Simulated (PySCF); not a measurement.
Te(Cl)2, Cl₂Te, SMILES Cl[Te]Cl, singlet at its PBE0/def2-SVP optimised geometry (Å):

```
3

Te    -0.9706    -1.1611     0.0000
Cl    -1.3892     1.1611     0.0000
Cl     1.3892    -1.1611     0.0000
```

Method: PBE0/def2-TZVP, def2 effective core potentials past Kr (PySCF). The core electrons that the potentials of Te replace are not part of the density. Cells within 0.4 Å of a nucleus heavier than hydrogen are left out (blank, or x).

Map of the log10 of the electron density (e/bohr³), floored at −4 on the plane z = 0.0 Å:

```
|00000000000000000000000000000|
|00000111111110000000000000000|
|00011122222221100000000000000|
|00112233333322110000000000000|
|01123344444433221000000000000|
|01233455555544321100000000000|
|12334566666654332100000000000|
|12345667777665432100000000000|
|22345677xx7765432210000000000|
|2344567xxxx765433211100000000|
|2345567xxx8765433222211100000|
|22345677877765433222222211000|
|12345667777665443333333221100|
|12344566666655444444444332110|
|12234556666655444555555433210|
|11234455666665555666665543211|
|01234456678776556677776554321|
|01234556899987666778877654321|
|012345678xxx9766678xxx7654321|
|012345679xxx976667xxxx7654321|
|0123456789x98766677xx77654321|
|01234556788876666677776654321|
|01233455667665555666666543211|
|00123445566555445556655443210|
|00122344455544444445544432110|
|00012233444443333344433322100|
|00001223333332222233332211000|
|00000112222222111222221110000|
|00000001111111111111111000000|
```
Scale: ten equal steps from -4.00 (start of '0') to 0.546 (end of '9'), in the order '0123456789'; x runs from -3.50 to 3.50, y from -3.50 (bottom) to 3.50 (top).
